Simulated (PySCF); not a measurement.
Question: Give a PBE0-D3(BJ)/def2-SVP geometry of InChI=1S/H8N2Si2/c1-4-2-3/h2H,1,4H2,3H3.

Answer: 
```
atom  x, y, z in Å
N1    -2.227    0.053   -0.728
Si2   -1.003   -0.135    0.470
N3     0.527   -0.436   -0.295
Si4    2.101    0.183    0.116
H5    -3.172   -0.260   -0.541
H6    -2.208    0.814   -1.396
H7    -0.730    1.045    1.355
H8    -1.504   -1.257    1.326
H9     0.518   -1.177   -0.992
H10    2.810   -0.593    1.186
H11    1.962    1.590    0.596
H12    2.965    0.144   -1.104
```

Any rigid rotation of these coordinates is as good. Atoms count from 1 in this order. N1 (silicon-bound nitrogen) has angles 121.8°, 120.1° and 111.8°, sum 353.7°, 0.17 Å off the plane of its three neighbours. N3 (nitrogen bridging silicon atoms) is planar (angles 129.1°, 115.4° and 114.8°, sum 359.4°, 0.07 Å off the plane of its three neighbours). Si2 (SiH2 silicon) is distorted tetrahedral (angles from 103.6° to 117.0°). Si4 (SiH3 silicon) is distorted tetrahedral (angles from 107.2° to 114.3°).

Bonds between heavy atoms (Å): N1–Si2 1.723, Si2–N3 1.738, N3–Si4 1.741.

Method used: PBE0-D3(BJ)/def2-SVP geometry optimisation, gas phase (PySCF 2.14.0).

Point group: C1 (no symmetry element, even within 0.4 Å). No frequency check. The numbers are those of one conformer (H–N1–Si2–N3 147° and -64°, N1–Si2–N3–Si4 139°).

The run took 34 s of wall time on one thread of an Arm Neoverse V1, no GPU, on a shared host, and the process peaked at 0.42 GiB of memory. This is the geometry optimisation.
